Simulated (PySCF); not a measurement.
SMILES Clc1[c]cccc1, doublet (PBE0/def2-SVP optimised geometry):

```
11

Cl     2.813     0.057     0.000
C      1.083     0.012     0.000
C      0.332     1.164     0.000
C     -1.042     1.214     0.000
C     -1.720    -0.013     0.000
C     -0.999    -1.208     0.000
C      0.396    -1.208     0.000
H     -1.587     2.162     0.000
H     -2.813    -0.029     0.000
H     -1.531    -2.162     0.000
H      0.963    -2.142     0.000
```

Method: unrestricted PBE0/def2-TZVP in PySCF.

What are the frontier orbital energies (α orbitals alone; a β orbital can be the lowest empty one) and the dipole moment?

HOMO-2 -7.87 eV, HOMO-1 -7.67 eV, HOMO -7.32 eV, LUMO -0.77 eV, LUMO+1 -0.62 eV; dipole moment 2.14 D.

On the same geometry unrestricted PBE/def2-TZVP (PySCF 2.14.0) gives HOMO-2 -6.83 eV, HOMO-1 -6.28 eV, HOMO -6.11 eV, LUMO -1.67 eV, LUMO+1 -1.52 eV; dipole moment 2.06 D.

Meta-Löwdin charges at PBE0/def2-TZVP: Cl1 -0.04, C2 0.00, C3 -0.01, C4 -0.13, C5 -0.11, C6 -0.12, C7 -0.12, H8 0.14, H9 0.13, H10 0.13, H11 0.14.
